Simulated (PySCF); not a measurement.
Job file and geometry (Å, from PBE0-D3(BJ)/def2-TZVP) of an NMR shielding run on `[SiH3][Si]([SiH3])([SiH3])[SiH3]`, H12Si5, GIAO B97-2/pcSseg-2 NMR shielding, non-relativistic, gas phase in PySCF; density fitting, a coarse starting grid and PySCF grid level 2 are the driver's defaults:

```
$ OMP_NUM_THREADS=2 python probes_run.py task.json out

{"job": {"kind": "nmr", "xc": "B97-2", "basis": "pcSseg-2", "pop": false}, "charge": 0, "multiplicity": 1}
Si    -0.515205    -0.664451    -2.193162
Si     0.006823    -0.009627    -0.013290
Si     0.150536     2.318452     0.110404
Si    -1.688319    -0.725204     1.425842
Si     2.043961    -0.938981     0.649883
H     -1.847042    -0.126040    -2.580459
H     -0.556376    -2.148654    -2.288516
H      0.502311    -0.154850    -3.151554
H      0.438958     2.736283     1.509005
H     -1.131968     2.940615    -0.316164
H      1.238777     2.822239    -0.770468
H     -3.006075    -0.220163     0.953770
H     -1.739581    -2.211574     1.474398
H     -1.448592    -0.212846     2.802187
H      1.966559    -2.424644     0.640502
H      3.131039    -0.511889    -0.271876
H      2.383617    -0.487604     2.026562
```

Q: What does the program print?

A: 
```
coarse grid: 15560 points
cycle   1  E = -1454.7961342875  dE = -4.107e-01  |g| = 1.697e-01  |ddm| = 2.970e+00
cycle   2  E = -1454.8019237063  dE = -5.789e-03  |g| = 7.101e-02  |ddm| = 2.329e-01
cycle   3  E = -1454.8025716678  dE = -6.480e-04  |g| = 3.184e-02  |ddm| = 1.002e-01
cycle   4  E = -1454.8029025476  dE = -3.309e-04  |g| = 1.015e-02  |ddm| = 5.080e-02
cycle   5  E = -1454.8029351716  dE = -3.262e-05  |g| = 9.900e-04  |ddm| = 1.204e-02
cycle   6  E = -1454.8029354011  dE = -2.296e-07  |g| = 1.794e-04  |ddm| = 1.260e-03
final grid: 124096 points
cycle   7  E = -1454.8164806436  dE = -6.648e-05  |g| = 6.436e-03  |ddm| = 3.204e-02
cycle   8  E = -1454.8164820670  dE = -1.423e-06  |g| = 2.269e-03  |ddm| = 2.909e-03
cycle   9  E = -1454.8164823364  dE = -2.693e-07  |g| = 2.447e-04  |ddm| = 1.134e-03
cycle  10  E = -1454.8164823525  dE = -1.612e-08  |g| = 1.374e-04  |ddm| = 4.836e-04
cycle  11  E = -1454.8164823588  dE = -6.286e-09  |g| = 1.589e-05  |ddm| = 1.725e-04
cycle  12  E = -1454.8164823588  dE = -2.819e-11  |g| = 1.773e-06  |ddm| = 1.251e-05
converged SCF energy = -1454.8164823588

GIAO shielding tensors (ppm)
atom      isotropic    diamagn.    paramagn.     s11        s22        s33       span
  0 Si     446.113     880.884    -434.771    436.337    439.055    462.946     26.609
  1 Si     510.289     885.789    -375.501    508.370    510.040    512.456      4.086
  2 Si     445.815     880.958    -435.143    435.637    438.655    463.154     27.518
  3 Si     445.699     880.966    -435.266    436.672    437.152    463.274     26.602
  4 Si     446.074     880.901    -434.826    436.021    439.357    462.845     26.824
  5 H       27.757      29.921      -2.164     24.359     25.802     33.110      8.751
  6 H       27.751      29.874      -2.123     24.356     25.771     33.126      8.770
  7 H       27.748      29.863      -2.115     24.344     25.740     33.160      8.816
  8 H       27.763      29.976      -2.213     24.387     25.796     33.106      8.719
  9 H       27.758      29.926      -2.168     24.368     25.777     33.129      8.761
 10 H       27.750      29.912      -2.162     24.359     25.732     33.161      8.802
 11 H       27.758      29.960      -2.202     24.375     25.792     33.107      8.732
 12 H       27.751      29.918      -2.166     24.358     25.746     33.151      8.793
 13 H       27.759      29.952      -2.193     24.364     25.792     33.121      8.757
 14 H       27.752      29.895      -2.143     24.353     25.747     33.154      8.801
 15 H       27.749      29.885      -2.137     24.357     25.752     33.138      8.781
 16 H       27.755      29.918      -2.163     24.359     25.808     33.098      8.738
```

Q: Turn these shieldings into chemical shifts. Shifts are taken against calculated references (same method and geometry level): TMS for 29Si (σref 348.46) and 1H (σref 31.64).

A: Averaging equivalent atoms: Si 0/2/3/4: -97.5; Si 1: -161.8; H 5/6/7/8/9/10/11/12/13/14/15/16: 3.88 ppm. 

Size and cost of the density-fitted run: 383 basis functions, 3.7 min wall time (5.2 min CPU) on 2 threads of an Intel Xeon, shared host; peak memory 2.4 GiB.
